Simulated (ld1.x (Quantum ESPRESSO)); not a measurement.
Before and after: TM potential for Mn

- Element: manganese
- Generator: ld1.x (Quantum ESPRESSO) 7.5
- Type: norm-conserving Troullier–Martins (Kleinman–Bylander form)
- Functional: LDA (PZ)
- Relativity: scalar-relativistic
- Frozen core: [Ne] 3s2
- Valence charge: 13
- Reference configuration: 3p6 3d5 4s1.75 4p0.25
- Partial waves: 4s (bound): rc 2.05 bohr; 3p (bound): rc 1.40 bohr; 3d (bound): rc 1.30 bohr
- Local potential: the d channel
- Core correction: none

Occupied shells without a wave of their own: 4p. They enter only through the test configuration that unscreens the potential.

All-electron outer shells of the reference configuration (LDA (PZ), scalar-relativistic, ld1.x):

```tsv
shell	level (eV)	outermost node (bohr)	outermost maximum (bohr)
2p	-630.19	–	0.19
3s	-85.83	0.34	0.74
3p	-54.91	0.31	0.75
3d	-7.42	–	0.75
4s	-5.56	1.05	2.47
4p	-1.70	1.16	3.34
```

Change: functional PBE.

Cutoffs: the cutoffs (Ry, on a coarse ladder) from which the occupation-weighted sum of valence levels, in a spherical-Bessel basis at the reference potential, stays within 10 and 1 mRy of its value at 400 Ry; they do not see the model core or the augmentation charge, which bear on the density cutoff. Errors are all-electron minus pseudo energies relative to the spin-unpolarised reference configuration.

Question: Predict the effect on cutoff, ghosts and configuration errors.

Answer: The potential gets neither clearly harder nor softer (140 Ry and 160 Ry → 140 Ry and 160 Ry); both files keep a bound ghost (s); the number of tests that count goes from 9 to 6; of the 6 tests that both files solve, the error grows in 2 and shrinks in 1 by more than 15 % and 0.3 meV (median size 9.7 → 8.5 meV).

```csv
quantity,base,changed
"cutoff, loose",140 Ry,140 Ry
"cutoff, tight",160 Ry,160 Ry
bound ghosts,s,s
"tests counted (converged, no solver errors)",9 of 9,6 of 7
"error for 3p6 3d5 4s2 4p0, meV [ΔE -0.96 → -0.94 eV]",+7.3,+6.5
"error for 3p6 3d5 4s0 4p0, meV [ΔE 23.57 → 23.07 eV]",+1.3,+11
"error for 3p6 3d4 4s2 4p0, meV [ΔE 12.49 → 12.25 eV]",+12,+4.5
"error for 3p6 3d5 4s0 4p2, meV [ΔE 7.12 → 6.99 eV]",-88,-81
"error for 3p6 3d6 4s1 4p0, meV [ΔE -1.36 → -1.30 eV]",-32,-34
"error for 3p6 3d5.5 4s1.5 4p0, meV [ΔE -1.46 → -1.42 eV]",-2.1,-3.2
s: phases at 2.25 bohr within 0.05 rad from the reference energy up to (Ry; the scan ends near 5),0.6,0.7
p: phases at 2.25 bohr within 0.05 rad from the reference energy up to (Ry; the scan ends near 5),0.6,0.6
d: phases at 2.25 bohr within 0.05 rad from the reference energy up to (Ry; the scan ends near 5),1.8,1.9
```

Base: The 4p level has no wave, so the channel is fitted at the deeper level alone: the likely source of the large errors. Changed file: Tests not counted: 3p6 3d5 4s1 4p0 (pseudo-atom not self-consistent, printed error +13 meV). ld1.x printed “convergence not achieved” for 3 of the counted tests; their residual had stalled under 1e-8, short of the target of 1e-14. A true bound ghost makes a file unfit for plane-wave use even where its test errors are small: the radial tests pick states by their node count and pass the ghost by.
